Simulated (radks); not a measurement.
Values are calculated unless marked as measured or tabulated.
Trend from Ni to Pt: ionisation energy by Delta-SCF between NIST ground configurations, and size. Code: a radial shooting solver on a logarithmic mesh with Libxc functionals. Model: Dirac Kohn-Sham, PBE, spin-unpolarised, spherical densities, finite nucleus; open shells are shared between the two j in proportion to 2j + 1; Fermi nuclear charge, rms radius of each element as measured or else 0.836 A^(1/3) + 0.57 fm.

species	configuration	configuration of the ion	IE (eV)	NIST (eV)	kind	-e(HOMO) (eV)
Ni	[Ar] 3d8 4s2	[Ar] 3d9	6.318	7.640	exp.	5.643 (4s1/2)
Pd	[Kr] 4d10	[Kr] 4d9	9.120	8.337	exp.	3.881 (4d5/2)
Pt	[Xe] 4f14 5d9 6s1	[Xe] 4f14 5d9	9.204	8.959	exp.	5.650 (5d5/2)

Reference values: NIST Atomic Spectra Database (exp. = measured, semi-emp. = semi-empirical, theory = theoretical value adopted there). Spin polarisation and multiplet splitting are left out, so open shells lie too high by an amount that depends on their filling. Sharing an open shell by 2j + 1 raises it above the true ground level by a part of the spin-orbit splitting, which enters the differences from NIST.

Beside tabulated values, note that spin-unpolarised runs miss the spin-polarisation part of the exchange energy of open shells.
